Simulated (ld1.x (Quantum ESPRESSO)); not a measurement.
**Which change was made? (Fe, TM semilocal)**

* Element: Fe
* Generator: ld1.x (Quantum ESPRESSO) 7.5
* Type: norm-conserving Troullier–Martins (semilocal form)
* Functional: PBE
* Relativity: scalar-relativistic
* Frozen core: [Ne]
* Valence charge: 16
* Reference configuration: 3s2 3p6 3d7 4s1 4p0
* Partial waves: 3s (bound): rc 0.80 bohr; 3d (bound): rc 1.35 bohr; 3p (bound): rc 0.75 bohr
* Local potential: the p channel
* Core correction: none

Occupied shells without a wave of their own: 4s. They enter only through the test configuration that unscreens the potential.

Cutoffs, loose and tight: the cutoffs (Ry, on a coarse ladder) from which the occupation-weighted sum of valence levels, in a spherical-Bessel basis at the reference potential, stays within 10 and 1 mRy of its value at 400 Ry. They do not see the model core or the augmentation charge, which bear on the density cutoff. Test errors are all-electron minus pseudo excitation energies from the reference, over the configurations 3s2 3p6 3d6 4s2 4p0; 3s2 3p6 3d6 4s1 4p0; 3s2 3p6 3d6 4s0 4p0; 3s2 3p6 3d6 4s0 4p1; 3s2 3p6 3d6 4s1.5 4p0; 3s2 3p6 3d6.5 4s1.5 4p0; 3s2 3p6 3d6 4s1 4p1; variants that change the core or the reference have their own tests.

The base gives: outcome: generated; cutoff, loose: 200 Ry; cutoff, tight: over 300 Ry; bound ghosts: none; largest test error (meV): -90.

After one change the result is: outcome: generated; cutoff, loose: 180 Ry; cutoff, tight: 300 Ry; bound ghosts: none; largest test error (meV): -183. Which change was it?
A. wave 3d (bound): rc 1.35 bohr becomes 3d (bound): rc 1.60 bohr
B. reference 3s2 3p6 3d6 4s1.5 4p0.5
C. all radii scaled by about 1.41 (s 1.14, p 1.06, d 1.90 bohr)
D. core [Ar], valence charge 8; reference 3d6.5 4s1.5 4p0; waves now 4p (bound): rc 3.85 bohr; 3d (bound): rc 1.70 bohr; 4s (bound): rc 2.55 bohr; local potential the s channel; core correction Bessel-smoothed model core inside 1.00 bohr
E. wave 3s (bound): rc 0.80 bohr becomes 3s (bound): rc 0.92 bohr

E. The others give: wave 3d (bound): rc 1.35 bohr becomes 3d (bound): rc 1.60 bohr → outcome: generated; cutoff, loose: 200 Ry; cutoff, tight: over 300 Ry; bound ghosts: none; largest test error (meV): -113 | reference 3s2 3p6 3d6 4s1.5 4p0.5 → outcome: generated; cutoff, loose: 200 Ry; cutoff, tight: over 300 Ry; bound ghosts: none; largest test error (meV): -296 | core [Ar], valence charge 8; reference 3d6.5 4s1.5 4p0; waves now 4p (bound): rc 3.85 bohr; 3d (bound): rc 1.70 bohr; 4s (bound): rc 2.55 bohr; local potential the s channel; core correction Bessel-smoothed model core inside 1.00 bohr → outcome: generated; cutoff, loose: 90 Ry; cutoff, tight: 140 Ry; bound ghosts: none; largest test error (meV): -1691 | all radii scaled by about 1.41 (s 1.14, p 1.06, d 1.90 bohr) → outcome: generated, misses its reference levels by 0.33 eV; cutoff, loose: 110 Ry; cutoff, tight: 160 Ry; bound ghosts: none; largest test error (meV): -801. In the semilocal form every listed channel keeps its own potential, so the choice of the local channel does not act on these tests. It acts once the file is put into the separable form.
